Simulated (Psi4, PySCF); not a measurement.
The Psi4 input:
```
memory 2 GB

molecule mol {
0 2
  C     1.188537   -0.424238   -0.004752
  C     0.118637    0.590500   -0.003567
  N    -1.212300   -0.050011    0.007199
  H     1.483450   -0.892957    0.915867
  H     1.456114   -0.917577   -0.921124
  H     0.156730    1.218604   -0.896965
  H     0.167531    1.227693    0.882641
  H    -1.304807   -0.639290    0.829147
  H    -1.315965   -0.643969   -0.810038
}

set basis sto-3g
set reference uks
set scf_type pk
set puream true
set d_convergence 1e-8
set dft_radial_points 99
set dft_spherical_points 590

energy('r2scan')
print_variables()
```

Question: Write the same job for PySCF.

Answer: This is not unique; one that fits is 
```python
from pyscf import gto, scf, dft

mol = gto.Mole()
mol.atom = '''
    C     1.188537   -0.424238   -0.004752
    C     0.118637    0.590500   -0.003567
    N    -1.212300   -0.050011    0.007199
    H     1.483450   -0.892957    0.915867
    H     1.456114   -0.917577   -0.921124
    H     0.156730    1.218604   -0.896965
    H     0.167531    1.227693    0.882641
    H    -1.304807   -0.639290    0.829147
    H    -1.315965   -0.643969   -0.810038
'''
mol.basis = 'sto-3g'
mol.charge = 0
mol.spin = 1
mol.verbose = 4
mol.build()

mf = dft.UKS(mol)
mf.xc = 'r2scan'
mf.grids.atom_grid = (99, 590)
mf.grids.prune = None
mf.kernel()
```

Both were run: Psi4 gave -132.731707 Eh and PySCF -132.731697 Eh, 0.010 mEh apart.
